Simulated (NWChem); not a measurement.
Molecule: C4H5F; SMILES C=C/C=C/F

```xyz
10

C     -0.2618     2.4588     0.0000
C      0.3816     1.2822     0.0000
C     -0.2761    -0.0148     0.0000
C      0.4005    -1.1665     0.0000
F     -0.2206    -2.3597     0.0000
H     -1.3478     2.5157     0.0000
H      0.2769     3.4012     0.0000
H      1.4719     1.2741     0.0000
H     -1.3635    -0.0490     0.0000
H      1.4829    -1.2632     0.0000
```
Atoms are numbered in this order, from 1.

Program: NWChem. Geometry: optimised at B3LYP/6-31G* (spherical d).

Question: Order these runs by computing time, cheapest first, and give rough ratios: TPSS/pcseg-2; TPSS/def2-SVP; TPSS/STO-3G.

Answer: TPSS/STO-3G (1), TPSS/def2-SVP (3), TPSS/pcseg-2 (10). Ratios are rough, from one shared machine; the cheapest took very roughly 2.5 core-seconds. What differs between the cheapest and the dearest: highest occupied level (eV) -3.08 → -5.73; orbital gap (eV) 4.35 → 4.08; dipole (D) 0.55 → 1.14.
